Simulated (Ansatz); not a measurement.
Basis-set extrapolation for C$_{2}$H$_{9}$ClSi$_{2}$, SMILES `[SiH3]CC[SiH2]Cl` (PBE0-D4/def2-TZVP geometry, frozen core, the Gaussian-basis code of Ansatz). Multiplicity 1, RHF reference.

```tsv
	def2-TZVPP	def2-QZVPP
HF	-1118.459342	-1118.494026
MP2 correlation	-0.795914	-0.856390
CCSD(T) correlation	-0.904685	not run
```

Energies in hartree. Use E(X) = E(∞) + A·exp(−7.88·√X) for Hartree–Fock and E(X) = E(∞) + B·X^(−2.97) for correlation, with X = 3 and 4, and add CCSD(T) minus MP2 of the smaller set to the MP2 limit.

Problem. What is the CCSD(T) energy at the basis-set limit?

Solution. HF limit: -1118.494026 + (-0.034684) × 0.13774 = -1118.49880. MP2 limit: -0.856390 + (-0.060476) × 0.74074 = -0.90119. Higher-order term: -0.904685 − (-0.795914) = -0.10877. Total: -1119.50876 hartree, 90.8 kcal/mol below CCSD(T)/def2-TZVPP.
